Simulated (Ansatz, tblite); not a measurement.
Forces on Al₃N₃H₁₂, a cluster cut from zinc blende AlN (hydrogen-capped) at its r2SCAN-D4/def2-SVP geometry. The state is a singlet with charge 0.

The xTB rows come from tblite.

GFN1-xTB (tblite), largest force 0.44 eV/Å:

```xyz
18
positions Å, forces eV/Å
Al   -1.746   -0.891   -0.431   -0.292   -0.127   -0.070
Al    1.318    0.305   -1.478    0.201    0.062   -0.233
Al    0.692   -0.093    1.878    0.101   -0.001    0.297
N    -1.187   -0.251    1.337   -0.020   -0.044    0.041
N     1.534    0.866    0.389    0.072    0.002    0.014
N    -0.622    0.109   -1.691   -0.001   -0.033   -0.054
H    -3.247   -0.373   -0.650    0.345   -0.221    0.038
H    -1.371   -2.434   -0.545   -0.160    0.406    0.018
H     1.756    1.550   -2.387   -0.047   -0.365    0.183
H     1.988   -1.129   -1.649   -0.145    0.412   -0.001
H     0.725    0.894    3.140    0.037   -0.312   -0.265
H     1.318   -1.556    1.947   -0.153    0.407    0.043
H    -1.684    0.618    1.561    0.095   -0.195   -0.032
H    -1.591   -0.928    1.997    0.045    0.190   -0.114
H     1.352    1.872    0.474    0.056   -0.213   -0.015
H     2.544    0.796    0.569   -0.209    0.074   -0.030
H    -1.043    1.027   -1.874    0.085   -0.200    0.019
H    -0.737   -0.383   -2.587   -0.007    0.156    0.162
```

GFN2-xTB (tblite), largest force 0.45 eV/Å:

```
Al -0.124 -0.241 -0.051
Al 0.192 -0.128 -0.155
Al 0.129 -0.168 0.180
N 0.013 -0.095 0.020
N 0.076 -0.062 0.007
N 0.024 -0.088 -0.034
H 0.426 -0.077 0.070
H -0.151 0.417 0.021
H -0.165 -0.299 0.282
H -0.159 0.416 0.012
H -0.040 -0.220 -0.382
H -0.161 0.415 0.027
H 0.023 0.106 -0.064
H 0.158 0.029 -0.176
H -0.117 0.047 -0.016
H -0.201 -0.124 -0.052
H -0.006 0.089 0.090
H 0.083 -0.019 0.222
```

PBE0-D4/def2-TZVP (Ansatz), largest force 0.35 eV/Å:

```
Al 0.078 0.131 0.030
Al -0.110 0.059 0.091
Al -0.074 0.083 -0.108
N -0.210 0.016 0.216
N 0.216 0.200 0.065
N -0.119 0.074 -0.265
H 0.042 -0.013 0.006
H -0.003 0.057 0.006
H -0.013 -0.033 0.026
H -0.030 0.048 0.013
H -0.001 -0.026 -0.036
H -0.025 0.051 -0.012
H 0.193 -0.271 -0.111
H 0.156 0.178 -0.226
H 0.015 -0.349 -0.039
H -0.321 -0.026 -0.063
H 0.151 -0.295 0.108
H 0.057 0.115 0.299
```
